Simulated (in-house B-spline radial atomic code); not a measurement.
BP86 excitations of the fluorine ion F⁵⁺

Method: BP86. Computed with a B-spline radial code for spherical atoms: linear response of the closed shell [He] 2s2 with the functional's adiabatic kernel; scalar-relativistic (spin-free one-electron X2C), finite nucleus, no spin-orbit coupling, no double excitations, S, P, D and F terms only.

Command:
```bash
python run_td.py task.json out
```
Settings (radii: box in bohr, nucleus in fm):
```
Z                        9
electrons                4
configuration            [He] 2s2
hamiltonian              x2c
method                   b88,p86
box_radius               16.35
rms_radius               2.8976
intervals                72
```

Time taken, with all properties: 0.3 s on 1 thread of Arm Neoverse N1, on a shared host.

The lowest states, in the order of their Tamm-Dancoff energies; the method's threshold (minus the highest occupied level) is 144.27 eV. Labels give the largest channel, * marks a mixed state, and oscillator strengths are full-response dipole values. Semilocal kernels can invert the small singlet-triplet splittings of Rydberg terms. Energies in eV:

```json
{"state": "2s → 2p 3P", "full response": "9.468", "Tamm-Dancoff": "10.852", "oscillator strength": "-"}
{"state": "2s → 2p 1P", "full response": "21.632", "Tamm-Dancoff": "22.647", "oscillator strength": "0.432"}
{"state": "2s → 3s 3S", "full response": "?", "Tamm-Dancoff": "?", "oscillator strength": "-"}
{"state": "2s → 3s 1S", "full response": "92.65", "Tamm-Dancoff": "92.68", "oscillator strength": "-"}
{"state": "2s → 3p 3P", "full response": "94.99", "Tamm-Dancoff": "95.01", "oscillator strength": "-"}
{"state": "2s → 3p 1P", "full response": "?", "Tamm-Dancoff": "?", "oscillator strength": "?"}
{"state": "2s → 3d 3D", "full response": "97.22", "Tamm-Dancoff": "97.27", "oscillator strength": "-"}
{"state": "2s → 3d 1D", "full response": "98.70", "Tamm-Dancoff": "98.70", "oscillator strength": "-"}
{"state": "2s → 4s 3S", "full response": "116.97", "Tamm-Dancoff": "116.97", "oscillator strength": "-"}
{"state": "2s → 4s 1S", "full response": "117.51", "Tamm-Dancoff": "117.51", "oscillator strength": "-"}
```

Task: Where does 2s → 3p 1P lie?

Result: At 95.37 eV in full response, 95.38 eV in Tamm-Dancoff, oscillator strength 0.441.

Task: Where does 2s → 3s 3S lie?

Result: At 90.72 eV in full response, 90.74 eV in Tamm-Dancoff.

Task: How large is the singlet-triplet splitting of 2s → 2p (P terms) in Tamm-Dancoff?

Result: 11.8 eV, from the unrounded values.

Task: What polarisabilities and dispersion coefficient does the method give?

Result: Dipole 0.7446 bohr³, quadrupole 0.2082 bohr⁵, C6 0.3746 hartree·bohr⁶ for two such species.
